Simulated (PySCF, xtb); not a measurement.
CH5NO2SW, SMILES C[O][W](=[NH])(=[O])[SH], multiplicity 1. Other conformers were not sampled.

Harmonic wavenumbers (cm⁻¹) from GFN2-xTB run with xtb 6.7.1 at its own minimum, in rising order: 39, 65, 72, 137, 153, 172, 228, 240, 253, 299, 385, 527, 558, 655, 832, 889, 1118, 1133, 1137, 1402, 1454, 1455, 2330, 2888, 2900, 2917, 3332.

### Question
What does B3LYP-D3(BJ)/def2-SVP in PySCF 2.14.0 give at its own minimum? (An estimate is asked for; the answer gives what the named calculation found.)

### Answer
53, 78, 101, 162, 174, 238, 266, 279, 316, 382, 541, 580, 665, 700, 972, 1009, 1150, 1168, 1184, 1462, 1465, 1468, 2642, 3011, 3102, 3107, 3595. Paired by order, the mean absolute difference is 85 cm⁻¹ and the zero-point energies are 39.4 and 42.7 kcal/mol.
